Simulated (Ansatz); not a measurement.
`OB[SiH](O)F` and `N[SiH](O)BO` differ in one atom or group.

Ansatz, PBE0-D4/def2-TZVP geometries, multiplicity 1. Each molecule was computed in one conformer, which needn't be the lowest.

```tsv
property	`OB[SiH](O)F`
LUMO energy (B3LYP/def2-TZVPP) / eV	-1.45
HOMO energy (PBE0/def2-TZVPP) / eV	-7.89
size of the dipole moment (B3LYP/def2-TZVPP) / D	1.78
HOMO–LUMO gap (B3LYP/def2-TZVPP) / eV	6.27
size of the dipole moment (PBE/def2-TZVPP) / D	1.79
HOMO–LUMO gap (PBE/def2-TZVPP) / eV	4.32
```

What does the change do to each property? (Best estimate.)

Computed: 
| property | `N[SiH](O)BO` | shift |
| --- | --- | --- |
| LUMO energy (B3LYP/def2-TZVPP) / eV | -1.20 | 0.25 |
| HOMO energy (PBE0/def2-TZVPP) / eV | -7.32 | 0.57 |
| size of the dipole moment (B3LYP/def2-TZVPP) / D | 2.84 | 1.06 |
| HOMO–LUMO gap (B3LYP/def2-TZVPP) / eV | 5.90 | -0.37 |
| size of the dipole moment (PBE/def2-TZVPP) / D | 2.82 | 1.03 |
| HOMO–LUMO gap (PBE/def2-TZVPP) / eV | 3.98 | -0.34 |

With PBE0 the HOMO rises by 0.57 eV and the LUMO rises by 0.26 eV, so the gap narrows by about 0.31 eV. PBE moves the HOMO by 0.63 eV and ωB97M-V by 0.50 eV. Dipoles are sizes alone; their direction can turn.

B3LYP here is the variant with VWN-RPA as its local correlation; programs differ in this.
